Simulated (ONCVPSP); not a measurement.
# Pseudopotential generation for Nb: ONCV, PBE, fully relativistic.

The input file (ONCVPSP 4.0.1):

```
# ATOM AND REFERENCE CONFIGURATION
# atsym  z   nc   nv     iexc    psfile
  Nb 41.00    6    4        4      upf
#
#   n    l    f
    1    0    2.00
    2    0    2.00
    2    1    6.00
    3    0    2.00
    3    1    6.00
    3    2   10.00
    4    0    2.00
    4    1    6.00
    4    2    4.00
    5    0    1.00
#
# PSEUDOPOTENTIAL AND OPTIMIZATION
# lmax
    2
#
#   l,   rc,      ep,       ncon, nbas, qcut
    0    1.70    0.00    3    7    7.70
    1    1.85    0.00    3    7    6.30
    2    1.95    0.00    4    8    4.50
#
# LOCAL POTENTIAL
# lloc, lpopt,  rc(5),   dvloc0
    4    5    1.60    3.00
#
# VANDERBILT-KLEINMAN-BYLANDER PROJECTORs
# l, nproj, debl
    0    2    3.20
    1    2    1.80
    2    2    3.50
#
# MODEL CORE CHARGE
# icmod, fcfact, rcfact
    1    0.55    0.00
#
# LOG DERIVATIVE ANALYSIS
# epsh1, epsh2, depsh
   -4.00    5.00    0.02
#
# OUTPUT GRID
# rlmax, drl
    6.00    0.01
#
# TEST CONFIGURATIONS
# ncnf
    4
# nvcnf
#   n    l    f
    4
    4    0    2.00
    4    1    6.00
    4    2    4.00
    5    0    0.00
#
    4
    4    0    2.00
    4    1    6.00
    4    2    3.00
    5    0    0.00
#
    4
    4    0    2.00
    4    1    6.00
    4    2    2.00
    5    0    0.00
#
    4
    4    0    2.00
    4    1    6.00
    4    2    4.00
    5    0    0.50
#
```

Command:

```bash
oncvpspr.x < Nb.dat > Nb.out
```

Output (shortened: citation, most of the input echo, consistency checks and plot data are left out):

```
ONCVPSP  (Optimized Norm-Conservinng Vanderbilt PSeudopotential)
relativistic version 4.0.1

#   n    l    f        energy (Ha)
    1    0    2.00    -6.9088394D+02
    2    0    2.00    -9.6618499D+01
    2    1    6.00    -8.5145714D+01    -8.8665580D+01
    3    0    2.00    -1.6121726D+01
    3    1    6.00    -1.2557544D+01    -1.3127637D+01
    3    2   10.00    -7.1660361D+00    -7.2721584D+00
    4    0    2.00    -2.1449245D+00
    4    1    6.00    -1.2436971D+00    -1.3207264D+00
    4    2    4.00    -1.0951476D-01    -1.1520257D-01
    5    0    1.00    -1.4633319D-01

Reference configufation results
  iterations    23
  all-electron total energy (Ha)   -3.82011076D+03

Begin loop to  construct optimized pseudo wave functions
and semi-local pseudopoentials for all angular momenta

Calculating optimized projector #   1

 for l=   0

    Fraction of norm inside rc  0.905566
    Optimizing pswf for qcut=   7.70 a_B^-1,  ecut=  29.61 Ha
    Residual kinetic energy error=  5.83D-07 Ha

    Energy error per electron        Cutoff
         Ha          eV             Ha
         0.01000     0.27211       15.01
         0.00100     0.02721       19.49
         0.00010     0.00272       23.13
         0.00001     0.00027       25.91

Calculating optimized projector #   2

 for l=   0

    Fraction of norm inside rc  0.040505
    Optimizing pswf for qcut=   7.70 a_B^-1,  ecut=  29.61 Ha
    Residual kinetic energy error=  1.72D-07 Ha

    Energy error per electron        Cutoff
         Ha          eV             Ha
         0.01000     0.27211       10.47
         0.00100     0.02721       16.76
         0.00010     0.00272       21.42
         0.00001     0.00027       24.77

   Wellstate for l =  1  n =  5 kap= -2
     eigenvalue =   0.5563
     asymptotic potential =   1.0563
     half-point radius =  2.9521

Calculating optimized projector #   1

 for l=   1

    Fraction of norm inside rc  0.871100
    Optimizing pswf for qcut=   6.31 a_B^-1,  ecut=  19.91 Ha
    Residual kinetic energy error=  1.29D-06 Ha

    Energy error per electron        Cutoff
         Ha          eV             Ha
         0.01000     0.27211        8.45
         0.00100     0.02721       10.80
         0.00010     0.00272       12.82
         0.00001     0.00027       14.45

Calculating optimized projector #   2

 for l=   1

    Fraction of norm inside rc  0.140906
    Optimizing pswf for qcut=   6.31 a_B^-1,  ecut=  19.91 Ha
    Residual kinetic energy error=  1.21D-05 Ha

    Energy error per electron        Cutoff
         Ha          eV             Ha
         0.01000     0.27211        7.86
         0.00100     0.02721       10.47
         0.00010     0.00272       12.94
         0.00001     0.00027       20.74

   Wellstate for l =  1  n =  5 kap=  1
     eigenvalue =   0.4793

Calculating optimized projector #   1

 for l=   1

    Fraction of norm inside rc  0.885750
    Optimizing pswf for qcut=   6.31 a_B^-1,  ecut=  19.91 Ha
    Residual kinetic energy error=  7.14D-07 Ha

    Energy error per electron        Cutoff
         Ha          eV             Ha
         0.01000     0.27211        8.94
         0.00100     0.02721       11.52
         0.00010     0.00272       13.67
         0.00001     0.00027       15.67

Calculating optimized projector #   2

 for l=   1

    Fraction of norm inside rc  0.142956
    Optimizing pswf for qcut=   6.31 a_B^-1,  ecut=  19.91 Ha
    Residual kinetic energy error=  1.01D-05 Ha

    Energy error per electron        Cutoff
         Ha          eV             Ha
         0.01000     0.27211        8.37
         0.00100     0.02721       11.08
         0.00010     0.00272       13.50
         0.00001     0.00027       19.93

   Wellstate for l =  2  n =  6 kap= -3
     eigenvalue =   3.3905
     asymptotic potential =   3.8905
     half-point radius =  3.1269

Calculating optimized projector #   1

 for l=   2

    Fraction of norm inside rc  0.498040
    Optimizing pswf for qcut=   4.51 a_B^-1,  ecut=  10.15 Ha
    Residual kinetic energy error=  8.51D-03 Ha

    Energy error per electron        Cutoff
         Ha          eV             Ha
         0.01000     0.27211        9.90
         0.00100     0.02721       34.91
         0.00010     0.00272       60.10
         0.00001     0.00027       74.16

Calculating optimized projector #   2

 for l=   2

    Fraction of norm inside rc  0.200342
    Optimizing pswf for qcut=   4.51 a_B^-1,  ecut=  10.15 Ha
    Residual kinetic energy error=  9.79D-02 Ha

    Energy error per electron        Cutoff
         Ha          eV             Ha
         0.01000     0.27211       14.85
         0.00100     0.02721       46.83
         0.00010     0.00272       75.85
         0.00001     0.00027       84.26

   Wellstate for l =  2  n =  6 kap=  2
     eigenvalue =   3.3848

Calculating optimized projector #   1

 for l=   2

    Fraction of norm inside rc  0.509599
    Optimizing pswf for qcut=   4.51 a_B^-1,  ecut=  10.15 Ha
    Residual kinetic energy error=  9.17D-03 Ha

    Energy error per electron        Cutoff
         Ha          eV             Ha
         0.01000     0.27211       10.02
         0.00100     0.02721       36.05
         0.00010     0.00272       60.48
         0.00001     0.00027       75.96

Calculating optimized projector #   2

 for l=   2

    Fraction of norm inside rc  0.202509
    Optimizing pswf for qcut=   4.51 a_B^-1,  ecut=  10.15 Ha
    Residual kinetic energy error=  1.03D-01 Ha

    Energy error per electron        Cutoff
         Ha          eV             Ha
         0.01000     0.27211       14.99
         0.00100     0.02721       48.06
         0.00010     0.00272       76.17
         0.00001     0.00027       84.50

Construct Vanderbilt / Kleinmman-Bylander projectors

B matrix Hermiticity error, ll=  0  kap= -1
   1   2    1.5597D-04

  Orthonormal projector coefficients  7.7956E+00 -7.6711E-01

B matrix Hermiticity error, ll=  1  kap= -2
   1   2    2.1762D-04

  Orthonormal projector coefficients  8.1554E-01 -7.9395E-01

B matrix Hermiticity error, ll=  1  kap=  1
   1   2    2.2809D-04

  Orthonormal projector coefficients -9.3344E-01  6.8296E-01

B matrix Hermiticity error, ll=  2  kap= -3
   1   2   -2.2678D-04

  Orthonormal projector coefficients -2.6272E+00 -1.3308E+00

B matrix Hermiticity error, ll=  2  kap=  2
   1   2   -2.3027D-04

  Orthonormal projector coefficients -2.6760E+00 -1.3659E+00

 Orthonormal scalar projector coefficients, l =  1
 -8.3860E-01  7.6922E-01  3.7266E-04 -9.5194E-05

 Orthonormal spin-orbit projector coefficients, l =  1
  1.6908E-01  2.3981E-02 -9.2364E-03 -2.4442E-03

 Orthonormal scalar projector coefficients, l =  2
 -2.6467E+00 -1.3448E+00 -4.6625E-05 -1.3901E-06

 Orthonormal spin-orbit projector coefficients, l =  2
  2.3202E-02  1.3959E-02 -3.5307E-03 -8.9659E-05

Model core correction analysis
  based on d2Exc/dn_idn_j

d2excae - all-electron derivatives

   -2.644054D-02   -2.284171D-02   -9.664018D-03   -1.100091D-03
   -2.290846D-02   -2.096059D-02   -1.000706D-02   -8.206647D-04
   -1.000253D-02   -1.041877D-02   -6.527652D-03   -3.098964D-04
   -1.325020D-03   -1.165782D-03   -6.732347D-04   -1.141196D-04

d2excps - pseudofunction derivatives with no core correction

   -3.904709D-02   -3.339215D-02   -1.306634D-02   -1.816399D-03
   -3.349008D-02   -2.997773D-02   -1.363768D-02   -1.390354D-03
   -1.356040D-02   -1.423841D-02   -9.490138D-03   -3.554710D-04
   -2.144647D-03   -1.893915D-03   -8.856019D-04   -1.847884D-04

rms 2nd derivative error    5.735796E-03

Polynomial model core charge

d2excps - pseudofunction derivatives with core correction

   -3.220714D-02   -2.859546D-02   -1.271687D-02   -1.197998D-03
   -2.869275D-02   -2.661273D-02   -1.344833D-02   -9.454196D-04
   -1.321004D-02   -1.404815D-02   -9.614504D-03   -2.989027D-04
   -1.525669D-03   -1.448185D-03   -8.282452D-04   -1.331380D-04

rms 2nd derivative error    3.410327E-03

Pseudoatom total energy  -57.103676

Diagnostic tests using Vanderbilt-Kleinman-Bylander pseudopotentials
  relativistic with J = L +/- 1/2 projectors

   l  kap   rcore       rmatch      e in        delta e    norm test   slope test

   0  -1   1.7091727   1.7610669  -2.1449245   0.0000014   1.0001435   1.0001433
   0  -1   1.7091727   1.7610669  -0.1463332   0.0000031   1.0000412   1.0000328

   1  -2   1.8584791   1.9149066  -1.2436971   0.0000064   1.0001183   1.0001342
   1   1   1.8584791   1.9149066  -1.3207264   0.0000068   1.0001244   1.0001288
   1  -2   1.8584791   1.9149066   0.5563029   0.0000360   1.0001884   1.0001884
   1   1   1.8584791   1.9149066   0.5324150   0.0000429   1.0001846   1.0001846

   2  -3   1.9612796   2.0208283  -0.1095148  -0.0000023   1.0000351   1.0000520
   2   2   1.9612796   2.0208283  -0.1152026   0.0000040   1.0000416   1.0000186
   2  -3   1.9612796   2.0208283   3.3904852   0.0000723   1.0001561   1.0001561
   2   2   1.9612796   2.0208283   3.3842370   0.0000744   1.0001554   1.0001554

Diagnostic tests using Vanderbilt-Kleinman-Bylander pseudopotentials
  relativistic with scalar and spin-orbit non-local projectors

   l  kap   rcore       rmatch      e in        delta e    norm test   slope test

   0  -1   1.7091727   1.7610669  -2.1449245   0.0000014   1.0001435   1.0001433
   0  -1   1.7091727   1.7610669  -0.1463332   0.0000031   1.0000412   1.0000328

   1  -2   1.8584791   1.9149066  -1.2436971   0.0000021   1.0001139   1.0001270
   1   1   1.8584791   1.9149066  -1.3207264   0.0000031   1.0001196   1.0001218
   1  -2   1.8584791   1.9149066   0.5563029   0.0000416   1.0001912   1.0001912
   1   1   1.8584791   1.9149066   0.5324150   0.0000471   1.0001882   1.0001882

   2  -3   1.9612796   2.0208283  -0.1095148  -0.0000021   1.0000353   1.0000534
   2   2   1.9612796   2.0208283  -0.1152026   0.0000041   1.0000417   1.0000199
   2  -3   1.9612796   2.0208283   3.3904852   0.0000762   1.0001550   1.0001550
   2   2   1.9612796   2.0208283   3.3842370   0.0000783   1.0001543   1.0001543

Ghost test for J = L + 1/2

 Testing for bound ghosts
   n   l    E NL Schr. Eq   E Basis Diag.   E Cutoff

   1   0       -2.144923       -2.144923     64.96
   2   0       -0.146330       -0.061099     64.96

   2   1       -1.243691       -1.243686     64.74

   3   2       -0.109517       -0.102718     89.42

 Testing for highly-localized positive-energy ghosts
       l    <radius>/rc     E Basis Diag.   E Cutoff

Ghost test for J = L - 1/2

 Testing for bound ghosts
   n   l    E NL Schr. Eq   E Basis Diag.   E Cutoff

   1   0       -2.144923       -2.144923     64.96
   2   0       -0.146330       -0.061099     64.96

   2   1       -1.320720       -1.320717     64.74

   3   2       -0.115199       -0.108885     89.42

 Testing for highly-localized positive-energy ghosts
       l    <radius>/rc     E Basis Diag.   E Cutoff

Test configuration 0

   n   l kap    f        eae           eps        diff
   1   0  -1  2.0000 -690.88394294
   2   0  -1  2.0000  -96.61849866
   2   1  -2  4.0000  -85.14571442
   2   1   1  2.0000  -88.66558042
   3   0  -1  2.0000  -16.12172574
   3   1  -2  4.0000  -12.55754430
   3   1   1  2.0000  -13.12763657
   3   2  -3  6.0000   -7.16603606
   3   2   2  4.0000   -7.27215836
   4   0  -1  2.0000   -2.14492452   -2.14492314    1.39E-06
   4   1  -2  4.0000   -1.24369706   -1.24369066    6.40E-06
   4   1   1  2.0000   -1.32072639   -1.32071960    6.79E-06
   4   2  -3  2.4000   -0.10951476   -0.10951704   -2.28E-06
   4   2   2  1.6000   -0.11520257   -0.11519860    3.97E-06
   5   0  -1  1.0000   -0.14633319   -0.14633006    3.13E-06

    Total energies and differences
      AE_ref= -3.82011076E+03  AE_tst= -3.82011076E+03  dif=  0.00E+00
      PS_ref= -5.71036759E+01  PS_tst= -5.71036759E+01  dif= -1.14E-13
      PSP excitation error=  1.14E-13

Test configuration 1

   n   l kap    f        eae           eps        diff
   1   0  -1  2.0000 -691.12046425
   2   0  -1  2.0000  -96.85111580
   2   1  -2  4.0000  -85.37856456
   2   1   1  2.0000  -88.89850389
   3   0  -1  2.0000  -16.35518874
   3   1  -2  4.0000  -12.79098647
   3   1   1  2.0000  -13.36107176
   3   2  -3  6.0000   -7.39918692
   3   2   2  4.0000   -7.50530340
   4   0  -1  2.0000   -2.38060114   -2.38157612   -9.75E-04
   4   1  -2  4.0000   -1.48079170   -1.48130011   -5.08E-04
   4   1   1  2.0000   -1.55755370   -1.55815772   -6.04E-04
   4   2  -3  2.4000   -0.33964549   -0.33966851   -2.30E-05
   4   2   2  1.6000   -0.34577964   -0.34580928   -2.96E-05
   5   0  -1  0.0000   -0.34617653   -0.34617653    0.00E+00

    Total energies and differences
      AE_ref= -3.82011076E+03  AE_tst= -3.81986681E+03  dif=  2.44E-01
      PS_ref= -5.71036759E+01  PS_tst= -5.68597357E+01  dif=  2.44E-01
      PSP excitation error=  8.65E-06

Test configuration 2

   n   l kap    f        eae           eps        diff
   1   0  -1  2.0000 -691.53515286
   2   0  -1  2.0000  -97.27042745
   2   1  -2  4.0000  -85.79755177
   2   1   1  2.0000  -89.31740159
   3   0  -1  2.0000  -16.77238617
   3   1  -2  4.0000  -13.20815754
   3   1   1  2.0000  -13.77830433
   3   2  -3  6.0000   -7.81679101
   3   2   2  4.0000   -7.92293199
   4   0  -1  2.0000   -2.78789465   -2.78751188    3.83E-04
   4   1  -2  4.0000   -1.88084585   -1.88059954    2.46E-04
   4   1   1  2.0000   -1.95909133   -1.95881793    2.73E-04
   4   2  -3  1.8000   -0.69888925   -0.69871256    1.77E-04
   4   2   2  1.2000   -0.70623095   -0.70603634    1.95E-04
   5   0  -1  0.0000   -0.62168880   -0.62168880    0.00E+00

    Total energies and differences
      AE_ref= -3.82011076E+03  AE_tst= -3.81935088E+03  dif=  7.60E-01
      PS_ref= -5.71036759E+01  PS_tst= -5.63438243E+01  dif=  7.60E-01
      PSP excitation error=  2.85E-05

Test configuration 3

psatom_r: WARNING lschvkbb convergence error n,l,kap,iter=   3   2  -3

ea(ii),et,emin,emax -1.203009E-01 -1.323310E-01 -1.323310E-01 -1.323310E-01

psatom_r: WARNING lschvkbb convergence error n,l,kap,iter=   1   0  -1

ea(ii),et,emin,emax -2.171746E+00 -1.954572E+00 -1.954572E+00 -1.954572E+00

psatom_r: WARNING lschvkbb convergence error n,l,kap,iter=   2   1  -2

ea(ii),et,emin,emax -1.270053E+00 -1.143047E+00 -1.143047E+00 -1.143047E+00

psatom_r: WARNING lschvkbb convergence error n,l,kap,iter=   3   2  -3

ea(ii),et,emin,emax -1.203009E-01 -1.082708E-01 -1.082708E-01 -1.082708E-01

psatom_r: WARNING lschvkbb convergence error n,l,kap,iter=   2   0  -1

ea(ii),et,emin,emax -1.639724E-01 -1.475751E-01 -1.475751E-01 -1.475751E-01
run_config_r: WARNING for fully non-local PS atom,
 WARNING no output for configuration 4

Test configuration 4

   n   l kap    f        eae           eps        diff
   1   0  -1  2.0000 -690.99567367
   2   0  -1  2.0000  -96.72840412
   2   1  -2  4.0000  -85.25573004
   2   1   1  2.0000  -88.77563037
   3   0  -1  2.0000  -16.23205975
   3   1  -2  4.0000  -12.66787006
   3   1   1  2.0000  -13.23795752
   3   2  -3  6.0000   -7.27622306
   3   2   2  4.0000   -7.38234212
   4   0  -1  2.0000   -2.25649133   -2.25694288   -4.52E-04
   4   1  -2  4.0000   -1.35608187   -1.35631146   -2.30E-04
   4   1   1  2.0000   -1.43295392   -1.43322819   -2.74E-04
   4   2  -3  2.4000   -0.21932883   -0.21933538   -6.54E-06
   4   2   2  1.6000   -0.22522786   -0.22523416   -6.30E-06
   5   0  -1  0.5000   -0.24280758   -0.24279723    1.03E-05

    Total energies and differences
      AE_ref= -3.82011076E+03  AE_tst= -3.82001379E+03  dif=  9.70E-02
      PS_ref= -5.71036759E+01  PS_tst= -5.70067032E+01  dif=  9.70E-02
      PSP excitation error=  3.65E-06
```

The run took about 7.8 s on one core of a shared server CPU.
